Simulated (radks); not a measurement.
Neutral rubidium inside a hard spherical wall (all orbitals vanish at R), configuration held at [Kr] 5s1 and not refilled when levels cross. All-electron calculation, scalar-relativistic Kohn-Sham, PBE, spin-polarised, spherical densities, point nucleus; open shells are filled with parallel spins first (spin-orbit coupling, left out, can overturn this in heavy ions). Program: a radial shooting solver on a logarithmic mesh with Libxc functionals. Eigenvalues in eV for spin up, with the zero of energy where the potential of the charges vanishes at infinity; a dash marks a level that is unbound or too diffuse for the functional's potential to be trusted. A positive occupied level is held by the wall or, in an anion where self-interaction has pushed it up, behind a barrier. The pressure on the wall is -dE/dV.

R (bohr)  E (hartree)  kinetic (hartree)    e(3d)    e(4s)    e(4p)   e(5s)  e(5p, empty)  e(6s, empty)  pressure (GPa)
free      -2981.20150           3053.245  -103.91  -31.857  -15.948  -2.436        -0.893             -               0
15        -2981.20137           3053.247  -103.89  -31.838  -15.929  -2.424        -0.829         0.557         0.00111
10        -2981.19586           3053.279  -103.56  -31.519  -15.619  -2.138        -0.152         3.660          0.0936
8         -2981.17843           3053.352  -103.04  -31.019  -15.138  -1.453         1.125         8.090           0.596
6         -2981.10110           3053.618  -101.84  -29.929  -14.112   1.083         5.215        20.234            5.15
4         -2980.54409           3055.656  -96.668  -25.934  -10.171  15.124        24.025        67.116             112
3.5       -2979.97268           3057.779  -92.461  -22.896   -6.900  26.672        37.931        98.438             314
3         -2978.68216           3062.361  -84.840  -17.207   -0.462  48.673        63.056        152.23            1010
2.5       -2975.46482           3072.847  -71.064   -5.409   13.256  93.637        112.08        252.39            3780
1.5       -2934.99170           3184.472    8.636   115.16   147.26  468.41        493.64        977.68          122000
